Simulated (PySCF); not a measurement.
## Dipole moment and polarisability of `N#C[C@@H](C=O)[SiH]([SiH3])[SiH3]`

C3H9NOSi3.
Geometry (GFN2-xTB, Å), atoms numbered from 1 in this order:
```
atom  x, y, z in Å
N1     2.450    2.253   -0.764
C2     1.465    1.852   -0.336
C3     0.251    1.313    0.158
C4    -0.963    1.957   -0.344
O5    -2.077    1.674    0.038
Si6   -0.006   -0.576   -0.442
Si7    1.993   -1.615    0.157
Si8   -2.123   -1.039    0.444
H9     0.256    1.248    1.246
H10   -0.817    2.684   -1.163
H11   -0.041   -0.396   -1.912
H12    3.196   -1.085   -0.481
H13    2.199   -1.527    1.607
H14    1.890   -3.036   -0.183
H15   -2.245   -0.556    1.820
H16   -3.262   -0.628   -0.367
H17   -2.174   -2.511    0.513
```

Level: PBE0/def2-SVPD (PySCF), static field, nuclei fixed, core orbitals frozen in the response. The polarisability tensor in these axes (au):

```
x   157.10   1.87  -7.67
y     1.87 130.97  -8.75
z    -7.67  -8.75 101.06
```

Problem. What are the eigenvalues, a third of the trace, and Δα (Δα² = ½Σ(αi − αj)² over the three pairs)?

Solution. Principal values 97.87, 132.78 and 158.48 au; mean 129.71 au = 19.22 Å³ = 21.39 × 10⁻⁴⁰ C²·m²/J; Δα = 52.69 au (41 % of the mean).

Problem. What is the dipole moment, and where does it point?

Solution. (-0.91, -1.70, 0.68) D, 2.05 D in size, pointing from the negative to the positive side. Measured along this direction, the outermost atoms are N1 at the negative end and H17 at the positive end.

Problem. Find the Langevin capture rate constant for H3+ (3.023 u) meeting this molecule (158.999 u), k = 2.342 × 10⁻⁹ cm³/s × √(α in Å³ / reduced mass in u).

Solution. The reduced mass is 2.97 u, so k = 5.96 × 10⁻⁹ cm³/s. The formula leaves out the permanent dipole, which adds to the capture rate.

Problem. What are the principal values of the traceless quadrupole moment, Θ = ½Σq(3rr − r²1), about the centre of nuclear charge?

Solution. -18.28, 6.78, 11.50 D·Å. The values depend on the origin, since the dipole doesn't vanish. The electronic extent ⟨r²⟩ about the same centre is 1866 bohr², a root-mean-square distance of 2.49 Å for the 84 electrons.

Problem. Rayleigh depolarisation ratio (linearly polarised light, static tensor)?

Solution. ρ = 3Δα²/(45ᾱ² + 4Δα²) = 8328.6/(757103 + 11104.8) = 0.0108.

Problem. In a dilute gas of rigid molecules at 250 K, how does the orientational term μ²/3kT compare with the electronic polarisability?

Solution. In Gaussian units μ²/3kT = 40.40 Å³ against 19.22 Å³, a ratio of 2.10; the Debye molar polarisation (4π/3)N_A(α + μ²/3kT) is 150.4 cm³/mol, leaving out the vibrational part.

Problem. Along which axes do the principal values lie, and how far do the nuclei extend along each?

Solution. Largest value along (0.98, 0.11, -0.15), where the nuclei span 6.31 Å; middle along (-0.15, 0.96, -0.23), 6.13 Å; least along (0.12, 0.25, 0.96), 3.48 Å. The response follows the extents in order.

One conformer (not necessarily the lowest) at the GFN2-xTB geometry, without solvent, vibrations or thermal averaging.
